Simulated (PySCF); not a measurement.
C7H9O, SMILES Cc1ccc([OH2+])cc1, charge +1.

Geometry optimised at PBE0-D3(BJ)/def2-SVP. The isomer is the one that the SMILES or the coordinates give; other isomers of the formula were not compared.

Calculation: TDA-LC-ωPBE/def2-SVPD in PySCF.

Vertical excitations. Gas-phase values at a fixed geometry.

Computed UV-visible absorptions:
| state | energy (eV) | λ (nm) | f | main pairs |
|---|---|---|---|---|
| S1 | 5.64 | 220 | 0.001 | HOMO→LUMO+2 37 %, HOMO−1→LUMO+1 32 %, HOMO→LUMO+1 16 %, HOMO−1→LUMO+2 12 % |
| S2 | 6.44 | 193 | 0.037 | HOMO→LUMO+1 46 %, HOMO−1→LUMO+2 23 %, HOMO→LUMO+2 15 %, HOMO−1→LUMO+1 12 % |
| S3 | 6.70 | 185 | 0.003 | HOMO→LUMO 85 % |
| S4 | 6.96 | 178 | 0.000 | HOMO−1→LUMO 87 % |
| S5 | 7.70 | 161 | 0.821 | HOMO−1→LUMO+1 49 %, HOMO→LUMO+2 42 % |
| S6 | 7.72 | 161 | 0.943 | HOMO−1→LUMO+2 59 %, HOMO→LUMO+1 32 % |
| T1 | 3.97 | 312 | 0 | HOMO→LUMO+1 37 %, HOMO−1→LUMO+2 28 %, HOMO−1→LUMO+1 12 %, HOMO→LUMO+2 12 % |
| T2 | 4.77 | 260 | 0 | HOMO→LUMO+1 46 %, HOMO−1→LUMO+2 35 %, HOMO−1→LUMO+1 14 % |
Triplets are in the Tamm–Dancoff approximation.
